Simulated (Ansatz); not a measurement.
Relaxation of C3H10AlCl (15 atoms, charge 0, multiplicity 1), to a largest force component of 0.03 eV/Å in at most 50 steps.

Computed with Ansatz, RKS B3LYP-D4/6-31G*.

```xyz
15
Properties=species:S:1:pos:R:3:forces:R:3
Al -0.263 -0.277 -0.108 -0.06 0.11 -0.05
C 1.309 -0.607 1.039 0.07 -0.10 0.11
C -0.033 -0.386 -2.059 -0.01 -0.01 0.01
C -2.021 0.005 0.733 0.00 -0.02 0.00
H 1.831 1.698 0.860 -0.16 0.53 -0.21
Cl 1.367 2.817 0.352 0.15 -0.51 0.19
H 1.295 -0.061 1.994 -0.01 0.00 -0.01
H 2.274 -0.428 0.545 0.01 0.00 0.00
H 1.324 -1.671 1.327 0.01 0.00 -0.01
H 0.307 -1.386 -2.364 0.00 0.00 -0.01
H -0.952 -0.169 -2.616 0.00 0.00 -0.01
H 0.737 0.317 -2.405 0.00 0.00 0.00
H -2.633 0.729 0.179 0.00 0.00 0.00
H -1.948 0.353 1.770 0.01 0.00 0.00
H -2.595 -0.933 0.753 0.00 0.00 0.00
```

Q: Where does it end, and by what steps?

A: It converged. The force dipped under the threshold on the way, but the program's further checks kept it going. After 20 steps the energy has fallen by 0.085 eV; Cl6 moved furthest, 0.76 Å.

```tsv
step	energy less start (eV)	largest force component (eV/Å)	accepted
0	0.0000	0.525	yes
1	0.0126	1.028	no
2	-0.0130	0.491	yes
3	-0.0248	0.437	yes
4	-0.0336	0.572	yes
5	-0.0627	0.221	yes
6	-0.0679	0.354	yes
7	-0.0288	0.985	no
8	-0.0773	0.119	yes
9	-0.0796	0.072	yes
10	-0.0807	0.043	yes
11	-0.0817	0.116	yes
12	-0.0825	0.073	yes
13	-0.0831	0.053	yes
14	-0.0824	0.183	no
15	-0.0830	0.040	no
16	-0.0837	0.026	yes
17	-0.0841	0.036	yes
18	-0.0843	0.078	yes
19	-0.0846	0.038	yes
20	-0.0848	0.012	yes
```

```xyz
15
Properties=species:S:1:pos:R:3
Al -0.158 -0.208 -0.077
C 1.370 -0.735 1.070
C 0.019 -0.352 -2.036
C -1.932 0.063 0.739
H 1.709 2.187 0.869
Cl 0.704 2.517 0.128
H 1.337 -0.282 2.070
H 2.346 -0.500 0.624
H 1.368 -1.823 1.233
H -0.170 -1.383 -2.371
H -0.696 0.284 -2.572
H 1.024 -0.089 -2.390
H -2.549 0.771 0.170
H -1.874 0.430 1.771
H -2.497 -0.880 0.772
```

Whether the end is a true minimum wasn't checked by a vibrational analysis.

Time of the run: 79 s on 2 threads of Arm Neoverse V1, on a shared host, peak memory 0.24 GiB.
